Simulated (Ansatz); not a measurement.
**Which is lower?**

The two ends of one reaction step of CH₉GeN, closed shell (PBE0-D4/def2-TZVP).

A:

```
atom    x (Å)    y (Å)    z (Å)
 Ge1  -1.3839   0.5789  -0.7402
  H2   0.1170  -1.1327   2.9544
  H3  -1.1824   1.3332  -2.0777
  H4  -1.5158   1.6132   0.3890
  H5  -2.6278  -0.3164  -0.8327
  H6   0.0062  -1.0560   2.2167
  N7   0.0354  -0.5092  -0.3067
  C8   1.3540   0.0898  -0.2255
  H9   0.0475  -1.3668  -0.8406
 H10   1.3266   0.9412   0.4606
 H11   1.7532   0.4518  -1.1844
 H12   2.0700  -0.6267   0.1872
```

B:

Ge1  (-1.894, 0.830, 0.267)
H2  (-0.948, 0.964, 1.467)
H3  (-1.187, 1.226, -1.035)
H4  (-3.068, 1.813, 0.482)
H5  (-2.476, -0.585, 0.174)
H6  (0.668, -1.736, 0.584)
N7  (0.584, -1.060, -0.164)
C8  (1.730, -0.167, -0.185)
H9  (0.517, -1.582, -1.028)
H10  (1.767, 0.396, 0.750)
H11  (1.605, 0.560, -0.991)
H12  (2.703, -0.659, -0.322)
(Å)

Computed with Ansatz 0.2.0 (basis: def2-TZVPP); correlated methods freeze the cores. Filled d shells of the heavier atoms are correlated. The def2 sets are not built for correlating such inner shells, so the correlated values are less sure here. B3LYP uses VWN-RPA correlation.

**Question.** Which structure is lower at CCSD(T), and by how much? (Judge from chemistry; the value comes from the calculation.)

**Answer.** The calculation gives: B, by 7.09 kcal/mol (electronic energy, against the other). By their contacts, A is a complex of CH₇GeN ([CH3][NH][GeH3]) + H₂ and B is a complex of CH₅N ([CH3][NH2]) + GeH₄.

All methods give the same order:

```
      method  E(B) − E(A) (kcal/mol)
       SPW92                   -8.85
      PBE-D4                   -7.63
     BLYP-D4                   -6.68
   r2SCAN-D4                   -7.50
      B97M-V                   -9.66
     PBE0-D4                   -8.47
    B3LYP-D4                   -7.68
  r2SCAN0-D4                   -8.27
    BHLYP-D4                   -8.60
CAM-B3LYP-D4                   -8.28
     wB97X-V                   -7.86
     wB97M-V                   -8.18
      B2PLYP                   -7.29
    PBE-QIDH                   -7.63
  RPA on PBE                   -6.89
          HF                   -9.96
         MP2                   -5.30
        CCSD                   -7.88
     CCSD(T)                   -7.09
```

T1 diagnostic: at most 0.011.

Labels in which every atom is bracketed show which atoms are joined, not bond orders.

For scale, one of the runs: CCSD(T)/def2-TZVPP, 236 basis functions, launched by `ansatz run in.yaml --threads 4 --pin off --events-out ev --progress --plain --max-ram 9574MiB`. Time: 120 s of wall clock on 4 CPU threads of an Arm Neoverse V2; the host was shared. Peak host memory: 4.4 GiB.
